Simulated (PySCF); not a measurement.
Tm: ionisation energy

Tm [Xe] 4f13 6s2 (2F) → Tm+ [Xe] 4f13 6s1 (3F), as a difference of total energies. Computed with PySCF 2.14 in cc-pwCVTZ-X2C with one added diffuse shell of g type (12s11p9d7f5g1h, 195 functions), with the spin-free X2C one-electron Hamiltonian (Gaussian nucleus). Correlated levels: valence: [Kr] 4d10 frozen; valence and next inner shell: [Ar] 3d10 frozen. The calculations carry no spin-orbit coupling.

Problem. Order these methods by the ionisation energy they give, lowest first.
A. r2SCAN
B. PBE0
C. UHF
D. SCS-MP2 (valence)

Solution. C (5.070 eV), A (6.017 eV), B (6.079 eV), D (6.156 eV).

For comparison: 6.184 eV (measured; NIST Atomic Spectra Database, ionization energies).
